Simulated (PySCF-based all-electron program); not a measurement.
**KI, singlet: squeezing and stretching**

All-electron Kohn–Sham DFT on the free molecule, computed near the basis limit with an in-house program on PySCF integrals; Koelling–Harmon scalar relativity, no spin–orbit coupling, spin-restricted. Forces are good to about 0.002 eV/Å. A positive force pushes the atoms apart.

```csv
r (Å),PBE (eV/Å)
2.4384,6.253
2.5908,?
2.7432,?
3.048,0.006
```

**Question.** What does PBE give at the lengths left open?

**Answer.** 2.5908 Å: 3.572 eV/Å; 2.7432 Å: 1.829 eV/Å.
